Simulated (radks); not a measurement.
Values are calculated unless marked as measured or tabulated.
Task: Species: I4+. Configuration: [Kr] 4d10 5s2 5p1. Level of theory: scalar-relativistic Kohn-Sham, PW91, spin-polarised, spherical densities, point nucleus; open shells are filled with parallel spins first (spin-orbit coupling, left out, can overturn this in heavy ions) (a radial shooting solver on a logarithmic mesh with Libxc functionals). Some entries of the table are withheld. Estimate them.

orbital  occ.  eigenvalue (eV)  <r^2> (bohr^2)
1s up       1        -33035.22        0.001005
1s down     1        -33035.18        0.001005
2s up       1        -5142.844         0.01619
2s down     1        -5142.824         0.01619
2p up       3        -4620.908         0.01282
2p down     3        -4620.869         0.01282
3s up       1        -1074.337          0.1127
3s down     1        -1074.296          0.1127
3p up       3        -905.2026          0.1130
3p down     3        -905.1555          0.1130
3d up       5        -651.8251         0.09854
3d down     5        -651.7806         0.09854
4s up       1        -225.7883          0.6172
4s down     1        -225.6853          0.6169
4p up       3        -172.7124             (1)
4p down     3        -172.5984             (2)
4d up       5         -95.2053          0.9734
4d down     5         -95.0114          0.9672
5s up       1         -58.1482           3.559
5s down     1         -57.0372           3.550
5p up       1              (3)           4.612
5p down     0              (4)           4.642

Result: 
(1) 4p up <r^2> (bohr^2): 0.7119
(2) 4p down <r^2> (bohr^2): 0.7110
(3) 5p up eigenvalue (eV): -45.3188
(4) 5p down eigenvalue (eV): -44.1558
